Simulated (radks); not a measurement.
The numbers below are computed, except where a source is named.
Ionisation of the neodymium ion Nd2+, [Xe] 4f4, to Nd3+, [Xe] 4f3, under several functionals. Dirac Kohn-Sham, spin-unpolarised, spherical densities, point nucleus; open shells fill j = l - 1/2 first; a radial shooting solver on a logarithmic mesh with Libxc functionals.

functional                                        E(Nd2+) (hartree)  Exc (hartree)  IE (eV)  -e(HOMO) (eV)  <r> HOMO (bohr)  IE error (eV)
PW91                                                     -9630.4872      -224.0523   22.623         14.756            1.081         +0.533
PBE                                                      -9629.2999      -222.8485   22.530         14.665            1.081         +0.440
LDA (Slater exchange, Perdew-Zunger correlation)         -9622.3910      -215.8680   22.840         14.950            1.077         +0.750
B86b exchange with PBE correlation                       -9630.2107      -223.7704   22.547         14.679            1.080         +0.457
RPBE                                                     -9629.6915      -223.2448   22.468         14.611            1.082         +0.378
PBEsol                                                   -9625.7820      -219.2926   22.570         14.692            1.079         +0.480
XLYP                                                     -9630.7697      -224.3219   22.399         14.569            1.085         +0.309
SOGGA                                                    -9625.3366      -218.8441   22.461         14.588            1.080         +0.371
exchange-only PBE                                        -9626.0355      -219.5324   21.247         13.499            1.093         -0.843

NIST Atomic Spectra Database: 22.09 eV (semi-empirical). Closest: XLYP. The Delta-SCF values span 1.59 eV, the total energies 8.38 hartree. The highest occupied level is 4f5/2. Spin polarisation and multiplet splitting are left out, so open shells lie too high by an amount that depends on their filling.

Beside tabulated values, note that spin-unpolarised runs miss the spin-polarisation part of the exchange energy of open shells.
